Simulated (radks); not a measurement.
Fractional charge and spin in the 1s shell of beryllium: the spin-up occupation runs from 0 to 1 and the spin-down occupation from 0 to 1; the fullest corner is Be2+, 1s(up 1, down 1). Method: non-relativistic Kohn-Sham, PBE, spin-polarised, spherical densities, point nucleus; computed with a radial shooting solver on a logarithmic mesh with Libxc functionals. Energy (eV) above the fullest corner. The planes named below are the two flat planes that join the four corners, with an edge along up + down = one added electron.

| down \ up | 0 | 0.5 | 1 |
|---|---|---|---|
| 0 | 370.607 | 256.324 | 153.440 |
| 0.5 | 256.324 | 158.746 | 71.807 |
| 1 | 153.440 | 71.807 | 0.000 |

Corners above the fullest one (they belong to Be3+ and the next ion): (up 1, down 0) 153.44 eV, (up 0, down 1) 153.44 eV, (up 0, down 0) 370.61 eV. With half an added electron in each spin the energy lies 5.306 eV from the planes (fractional-spin error, the static-correlation error of a stretched bond), and with half an added electron in spin up alone -5.700 eV (fractional-charge error). For a frontier s shell over closed shells the exact functional lies on the planes.
